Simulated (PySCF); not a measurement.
A run for PySCF: D3(BJ) and D4 dispersion corrections on C3H7NO (a complex), monomers drawn apart or pushed together.

```python
from pyscf import gto
from pyscf.dispersion import dftd3, dftd4

mol = gto.M(
    atom='''
    C    -0.29343518    0.18842757   -0.30607764
    N    -0.36187379    0.30994277   -1.44479654
    H    -0.22674346    0.07381931    0.76549733
    C     0.14825425   -1.46809850    4.09963258
    O    -0.04573184   -0.21710994    3.46664071
    C     0.00679361    0.87543415    4.36488866
    H    -0.62847602   -1.65312927    4.85035670
    H     1.12973853   -1.51588478    4.58515517
    H     0.09168951   -2.23550542    3.32955092
    H    -0.77582609    0.79470576    5.12786130
    H    -0.15154881    1.78270985    3.78444803
    H     0.98232492    0.93050121    4.86151365
    ''',
    basis='def2-svp',
    charge=0, spin=0, verbose=0, max_memory=1800)
d3, d4 = {}, {}
for xc in ['hf', 'pbe', 'blyp', 'revpbe', 'tpss', 'r2scan', 'b3lyp', 'pbe0', 'bhlyp', 'camb3lyp', 'b2plyp']:
    d3[xc] = float(dftd3.DFTD3Dispersion(mol, xc=xc, version='d3bj', atm=False).get_dispersion()['energy'])
    print(f'D3(BJ) {xc:10s} {d3[xc]:14.8f} Eh')
for xc in ['hf', 'pbe', 'blyp', 'revpbe', 'tpss', 'r2scan', 'b3lyp', 'pbe0', 'bhlyp', 'camb3lyp', 'b2plyp']:
    d4[xc] = float(dftd4.DFTD4Dispersion(mol, xc={'camb3lyp': 'cam-b3lyp'}.get(xc, xc), atm=True).get_dispersion()['energy'])
    print(f'D4     {xc:10s} {d4[xc]:14.8f} Eh')
```

It printed:

```
D3(BJ) hf            -0.04750325 Eh
D3(BJ) pbe           -0.00565554 Eh
D3(BJ) blyp          -0.01131660 Eh
D3(BJ) revpbe        -0.01470706 Eh
D3(BJ) tpss          -0.00689020 Eh
D3(BJ) r2scan        -0.00168328 Eh
D3(BJ) b3lyp         -0.00918320 Eh
D3(BJ) pbe0          -0.00473601 Eh
D3(BJ) bhlyp         -0.00686722 Eh
D3(BJ) camb3lyp      -0.00405608 Eh
D3(BJ) b2plyp        -0.00406567 Eh
D4     hf            -0.01928188 Eh
D4     pbe           -0.00490124 Eh
D4     blyp          -0.01091537 Eh
D4     revpbe        -0.01793748 Eh
D4     tpss          -0.00659072 Eh
D4     r2scan        -0.00138076 Eh
D4     b3lyp         -0.00766800 Eh
D4     pbe0          -0.00411138 Eh
D4     bhlyp         -0.00512256 Eh
D4     camb3lyp      -0.00407179 Eh
D4     b2plyp        -0.00342119 Eh
```

The run finished.

Cost: very roughly 0.05 core-seconds.
